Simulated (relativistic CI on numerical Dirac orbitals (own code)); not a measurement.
**From line strength to rate: Pb 3739.93 Å (air)**

Problem. For 6s²6p² ¹D2 – 6s²6p7s ³P°2 of Pb a semi-empirical relativistic CI calculation gives the line strength S = 7.322 e²a₀² in the length gauge. The measured levels are 21457.80 and 48188.63 cm⁻¹ (NIST Handbook). Find gf, f, A and the partial lifetime.

Working.
1. σ = 48188.63 − 21457.80 = 26730.83 cm⁻¹, so the vacuum wavelength is 10⁸/σ = 3741.00 Å.
2. gf = 303.756 S/λ(Å) = 0.5945, log gf = -0.226; with g = 5 for the lower level, f = 0.119.
3. A = 2.02613 × 10¹⁸ S/(g_u λ³) with g_u = 5: A = 5.67 × 10^7 s⁻¹.
4. The partial lifetime for this S is 1/A = 17.6 ns; in the calculation this line carries 26 % of the decay of the upper level.

Check. The Handbook lists A = 7.30 × 10^7 s⁻¹, a tabulated value with its own uncertainty (a few per cent for the best lines, 25 % or more for others); ours lies 22 % below it. The velocity form of the same calculation gives S = 4.15, and the gap between the two forms is a rough gauge of the error in S. With the computed energy (25690 cm⁻¹) in place of the measured one the rate would change by the factor (σ_calc/σ)³ = 0.89.
